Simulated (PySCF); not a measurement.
Computed shifts of a molecule CH7NOSi, PySCF with PBE/pcSseg-1, GIAO, gas phase, atoms alike by connectivity averaged where their shifts nearly agree, in ppm (number of nuclei): ¹³C: 2.2 (1). ²⁹Si: -12.0 (1). ¹⁵N: 37.9 (1). ¹H: 5.45 (1), 1.18 (1), 0.90 (1), 0.80 (1), 0.34 (3). References: ¹³C against TMS (σ = 182.0 ppm); ²⁹Si against TMS (σ = 335.4 ppm); ¹⁵N against NH3 (σ = 267.0 ppm); ¹⁷O against H2O (σ = 334.3 ppm); ¹H against TMS (σ = 31.49 ppm), references at their B3LYP-D3(BJ)/def2-TZVP geometries, non-relativistic. Geometry optimised at B3LYP-D3(BJ)/def2-SVP. Other conformers were not sampled.

Task: Which molecule gave these data?
A) CN[SiH2]O
B) C[Si@H](N)O
C) CO[SiH2]N
D) NC[SiH2]O

Result: B, C[Si@H](N)O
